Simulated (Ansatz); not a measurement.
Computed with Ansatz on PBE0-D4/def2-TZVP structures; ΔE is electronic, products minus reactants. CCSD(T)/CBS adds triple-zeta CCSD(T) − MP2 to the extrapolated MP2 energy (def2 sets, frozen cores). This one scheme is used for every species. Functionals use def2-TZVPP. For Ge outer-core shells are correlated without core-valence functions, which leaves a few kJ/mol of doubt a bond. Scalar relativity is left out up to krypton. One conformer a species, not always the lowest.

Reaction (formal exchange of groups at a Ge–B bond): `[BH2][GeH2][OH]` + `C[SiH2]O` → `C[SiH](O)[GeH2][OH]` + BH₃

`[BH2][GeH2][OH]`:

```xyz
8

B    -1.548    0.047    0.146
Ge    0.490    0.261    0.143
O     1.189   -1.075   -0.824
H    -2.080   -0.848   -0.435
H    -2.221    0.835    0.741
H     1.088    0.206    1.571
H     0.935    1.609   -0.476
H     2.147   -1.035   -0.866
```

`C[SiH2]O`:

Z-matrix (Å, degrees):
```
C
Si 1 1.863
H 1 1.093 2 111.0
H 1 1.094 2 110.2 3 119.8
H 1 1.093 2 111.5 3 -120.7
O 2 1.652 1 112.6 3 57.7
H 2 1.492 1 108.9 3 -179.5
H 2 1.483 1 110.6 3 -59.4
H 6 0.957 2 117.7 1 68.6
```

`C[SiH](O)[GeH2][OH]`:

```xyz
13

C     1.002   -0.092    1.550
Si    0.773    0.017   -0.298
O     1.551   -1.193   -1.118
Ge   -1.538   -0.179   -0.872
O    -2.416    1.158   -0.049
H     2.046    0.060    1.835
H     0.402    0.680    2.040
H     0.678   -1.064    1.929
H     1.267    1.354   -0.753
H     2.508   -1.212   -1.094
H    -2.210   -1.443   -0.309
H    -1.809   -0.091   -2.392
H    -2.254    2.005   -0.469
```

BH₃:

Z-matrix (Å, degrees):
```
B
H 1 1.193
H 1 1.193 2 120.0
H 1 1.193 2 120.0 3 180.0
```

```tsv
level	ΔE (kJ/mol)
r2SCAN-D4	-12.0
CCSD/CBS(def2)	-9.3
```

Q: What does CCSD(T)/CBS give? (An estimate is asked.)

A: The calculation gave: -10.8 kJ/mol. The listed levels differ from it by -1.2, 1.5 kJ/mol.

Largest T1 diagnostic among the species: 0.012.

In def2-TZVPP, CCSD(T) changes the Hartree–Fock value by −5.1 kJ/mol (the triples alone add −1.5 kJ/mol) and MP2 by −7.4 kJ/mol. The D4 term adds −7.2 kJ/mol with B3LYP and −4.4 kJ/mol with PBE0; it sums over pairs of atoms, weighted by their polarisabilities, and B3LYP, whose exchange is more repulsive, gets the larger term.

B3LYP here is the variant with VWN-RPA as its local correlation; programs differ in this.
